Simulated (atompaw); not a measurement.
magnesium: PAW (atompaw) pseudisation with PBEsol, scalar-relativistic reference atom.

- Element: magnesium
- Generator: atompaw 4.2.0.5
- Type: PAW
- Functional: PBEsol
- Relativity: scalar-relativistic
- Frozen core: [Ne]
- Valence charge: 2
- Reference configuration: 3s2 3p0
- Partial waves: 3s (bound): rc 3.00 bohr; 3s channel at 2.8 Ry: rc 2.30 bohr; 3p (bound, empty): rc 3.00 bohr; 3p channel at 3.35 Ry: rc 3.00 bohr
- Local potential: bessel scheme, radius 2.75 bohr
- Core correction: smooth core density matched at 2.40 bohr
- Augmentation charge: sinc compensation charge, radius 2.70 bohr; PAW radius 3.00 bohr; waves and projectors: custom rrkj gramschmidtortho

Poles of the logarithmic derivatives, all-electron (AE) and pseudo (PS). s: poles at 0.7 (AE) and 0.7 (PS) Ry. p: poles at 1.4 (AE) and 1.4 (PS) Ry. Test radius 3.00 bohr.

* Cutoffs needed: 6 Ry and 6 Ry (the cutoffs (Ry, on a coarse ladder) from which the occupation-weighted sum of valence levels, in a spherical-Bessel basis at the reference potential, stays within 10 and 1 mRy of its value at 400 Ry)
* Ghost test: no extra level below or beside the all-electron valence levels (s, p, d, f tested) (spherical-Bessel basis up to 400 Ry, 20 bohr box)
* Lowest eigenvalue of the overlap operator: 0.62 (s channel)
* Overlap eigenvalues printed by atompaw (projector basis): 0.386, 1.23, 1.59, 12.7
* Share of each valence orbital outside the PAW sphere: 3s 49 %, 3p 77 %
